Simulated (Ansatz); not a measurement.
Species: C$_{9}$H$_{7}$NSSi, SMILES `N#Cc1c([SiH3])ccc2sccc12` (charge 0, multiplicity 1).

Question: Give a relaxed geometry from Ansatz (a program for electronic structure) with PBE-D3(BJ)/def2-SVP.

Answer: the end point of this relaxation (outside a Z-matrix the atoms follow the SMILES, hydrogens last).
Bonded distances (Å): N1–C2 1.175, C2–C3 1.433, C3–C4 1.418, C3–C12 1.426, C4–Si5 1.896, C4–C6 1.418, Si5–H13 1.504, Si5–H14 1.503, Si5–H15 1.503, C6–C7 1.400, C6–H16 1.101, C7–C8 1.404, C7–H17 1.100, C8–S9 1.750, C8–C12 1.428, S9–C10 1.745, C10–C11 1.374, C10–H18 1.097, C11–C12 1.437, C11–H19 1.098. Bond angles (°): N1–C2–C3 179.9, C2–C3–C4 120.4, C2–C3–C12 118.8, C4–C3–C12 120.7, C3–C4–Si5 121.2, C3–C4–C6 118.5, Si5–C4–C6 120.3, C4–Si5–H13 107.3, C4–Si5–H14 110.7, C4–Si5–H15 110.7, H13–Si5–H14 109.6, H13–Si5–H15 109.6, H14–Si5–H15 109.0, C4–C6–C7 122.2, C4–C6–H16 119.1, C7–C6–H16 118.7, C6–C7–C8 118.6, C6–C7–H17 120.6, C8–C7–H17 120.9, C7–C8–S9 127.3, C7–C8–C12 121.7, S9–C8–C12 111.0, C8–S9–C10 91.1, S9–C10–C11 113.5, S9–C10–H18 119.0, C11–C10–H18 127.6, C10–C11–C12 112.2, C10–C11–H19 124.1, C12–C11–H19 123.7, C3–C12–C8 118.3, C3–C12–C11 129.5, C8–C12–C11 112.2.
